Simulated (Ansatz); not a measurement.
The molecule Te₂, multiplicity 3 (the spin of the measured ground state). No spin–orbit coupling.

Seven points along R, fitted to fifth degree in 1/R; most abundant isotopes. Runs in def2 and cc sets follow the lowest solution found near the PBE0 minimum.

Correlated levels freeze the inner cores; with def2 sets outer-core shells near the valence are correlated too. CBS: X⁻³ extrapolation of the correlation energy, Hartree–Fock from the larger set.

Programs: Ansatz (Gaussian basis) for Hartree–Fock, density functionals and correlated methods. Values without a source in brackets are computed. In def2 rows elements past Kr take small-core potentials, without spin–orbit coupling.

Quantity: r_e, from seven points a level.

Costs are ratios of core time to PBE/def2-TZVPP (roughly 15 s), for whole runs (searches for the state included, and forces where a run took them) on one shared machine, so rough; each error counts from the measured 2.5574 Å [Huber and Herzberg (1979), NIST Chemistry WebBook].

| level | basis functions | cost | error (Å) |
|---|---|---|---|
| SVWN5/def2-TZVPP | 100 | ×0.7 | -0.010 |
| PBE/def2-TZVPP | 100 | ×1 | 0.023 |
| B3LYP/def2-TZVPP | 100 | ×2 | 0.018 |
| r2SCAN/def2-TZVPP | 100 | ×2 | -0.002 |
| CAM-B3LYP/def2-TZVPP | 100 | ×2 | -0.021 |
| BHLYP/def2-TZVPP | 100 | ×3 | -0.019 |
| B97M-V/def2-TZVPP | 100 | ×3 | 0.006 |
| wB97X-V/def2-TZVPP | 100 | ×5 | -0.042 |
| wB97M-V/def2-TZVPP | 100 | ×6 | -0.036 |
| CCSD(T)/def2-TZVPP | 100 | ×60 | 0.004 |
| CCSD(T)/def2-QZVPP | 164 | ×100 | -0.011 |
| CCSD(T)/CBS(def2-TZVPP, def2-QZVPP) | - | ×200 | -0.018 |

The cheapest listed level whose error stays within 0.005 Å: r2SCAN/def2-TZVPP (-0.002 Å, cost ×2).

With a budget of 10 times the cost of PBE/def2-TZVPP, the closest level: r2SCAN/def2-TZVPP, at -0.002 Å; next is B97M-V/def2-TZVPP at 0.006 Å.

What the step from CCSD(T)/def2-TZVPP to CCSD(T)/def2-QZVPP costs and buys: 100 to 164 functions, cost ×2 (rough); the error goes from 0.004 to -0.011 Å.

Ansatz is a quantum-chemistry and plane-wave program.
